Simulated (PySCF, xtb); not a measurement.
CaH2O2, SMILES [OH][Ca][OH]. The values are those of a single conformer.

Harmonic wavenumbers (cm⁻¹) from xtb 6.7.1 with GFN2-xTB at its own minimum, in rising order: 113, 123, 134, 378, 386, 512, 515, 3649, 3656.

### Question
What does B3LYP-D3(BJ)/def2-TZVP (PySCF 2.14.0) give at its own minimum? (The exact figures need the calculation; the answer reports its results.)

### Answer
11, 448, 448, 458, 458, 529, 634, 3930, 3930. Paired by order, the mean absolute difference is 176 cm⁻¹ and the zero-point energies are 13.5 and 15.5 kcal/mol.
